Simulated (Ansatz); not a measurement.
`C#C[SiH2][AlH2]`, relaxed with RKS PBE0-D4/def2-TZVP in Ansatz 0.2.0 from a PBE-D4/def2-SVP geometry. The force threshold is 0.005 eV/Å; the program also tests the step.

Charge 0, multiplicity 1.

Start:

```xyz
9

C     1.381    1.973   -0.771
C     0.391    1.259   -0.609
Si   -1.009    0.097   -0.306
Al   -0.009   -1.763    0.973
H     2.235    2.620   -0.919
H    -1.602   -0.300   -1.633
H    -2.079    0.824    0.470
H     0.725   -1.435    2.359
H    -0.033   -3.274    0.435
```

By how much does the energy fall, and how many steps does the optimiser take? (Estimate.)

Computed: 4.76 kJ/mol, in 22 steps, 2 of them rejected.

Which bonds change most? (An estimate is asked.)

The calculation gave: C1–C2 from 1.231 to 1.208 Å; Si3–H7 from 1.509 to 1.488 Å; Si3–H6 from 1.507 to 1.488 Å; C1–H5 from 1.082 to 1.066 Å.

Give the relaxed structure. (An estimate is asked.)

The calculation gave: 
```xyz
9

C     1.382    1.832   -0.847
C     0.372    1.204   -0.636
Si   -1.065    0.139   -0.235
Al    0.009   -1.706    0.979
H     2.261    2.400   -1.045
H    -1.727   -0.246   -1.512
H    -2.031    0.943    0.562
H     0.226   -1.606    2.549
H     0.572   -2.960    0.185
```
